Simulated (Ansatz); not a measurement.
Basis-set extrapolation for C₂H₅BClN (`B/N=C(/C)Cl`) (PBE0-D4/def2-TZVP geometry, frozen core, Ansatz). Multiplicity 1, RHF reference.

|  | def2-TZVPP | def2-QZVPP |
| --- | --- | --- |
| HF | -617.360826 | -617.380810 |
| MP2 correlation | -0.822418 | -0.883265 |
| CCSD(T) correlation | -0.904869 | not run |

Energies in hartree. Use E(X) = E(∞) + A·exp(−7.88·√X) for Hartree–Fock and E(X) = E(∞) + B·X^(−2.97) for correlation, with X = 3 and 4, and add CCSD(T) minus MP2 of the smaller set to the MP2 limit.

What is the CCSD(T) energy at the basis-set limit?

HF limit: -617.380810 + (-0.019984) × 0.13774 = -617.38356. MP2 limit: -0.883265 + (-0.060847) × 0.74074 = -0.92834. Higher-order term: -0.904869 − (-0.822418) = -0.08245. Total: -618.39435 hartree, 337.8 kJ/mol below CCSD(T)/def2-TZVPP.
